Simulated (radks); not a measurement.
Question: The ruthenium ion Ru3+, [Kr] 4d5. Calculated with a radial shooting solver on a logarithmic mesh with Libxc functionals: non-relativistic Kohn-Sham, LDA (Slater exchange, Perdew-Wang correlation), spin-polarised, spherical densities, point nucleus. Every spin shell is full or empty, so the densities are truly spherical. Functionals are evaluated on that one density, not self-consistently. Rank these orbital-free kinetic functionals by their error against the exact value of the orbitals, and give that value: Thomas-Fermi, TF + vW/5, LC94, APBEK, revAPBEK, Perdew 92, Pearson, LKT, PG1, DePristo-Kress.

Answer: Exact: 4434.21 hartree. From best to worst, with 100 (|E| - |E exact|)/|E exact| (equal figures are ties): DePristo-Kress -0.07, LC94 +0.07, APBEK +0.14, revAPBEK +0.33, Perdew 92 -0.67, Pearson -0.96, TF + vW/5 +3.18, Thomas-Fermi -5.49, PG1 +15.88, LKT +20.17.
